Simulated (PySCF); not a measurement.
B3LYP has the VWN-RPA correlation part, as in Gaussian. Excitations are Tamm–Dancoff values on a coarser integration grid. The basis has no diffuse functions, so Rydberg states are missing or too high.

Cartesian coordinates (Å):
SMILES: [C](#N)[GeH3]
```xyz
6

N      2.4697    -0.0284    -0.0109
C      1.3180    -0.0146    -0.0056
Ge    -0.6147     0.0070     0.0027
H     -1.0462     1.3069    -0.6778
H     -1.0747    -1.2264    -0.7756
H     -1.0521    -0.0445     1.4672
```
Charge 0, multiplicity 1.

Give the T1 excitation (TDA), S1–T1 gap (TDA), dipole moment, S1 excitation (TDA) and LUMO at the level B3LYP-D3(BJ)/def2-TZVP (PySCF).


| Quantity | Value |
|---|---|
| T1 excitation (TDA) | 5.99 eV |
| S1–T1 gap (TDA) | 1.22 eV |
| dipole moment | 3.93 D |
| S1 excitation (TDA) | 7.21 eV |
| LUMO | -0.49 eV |
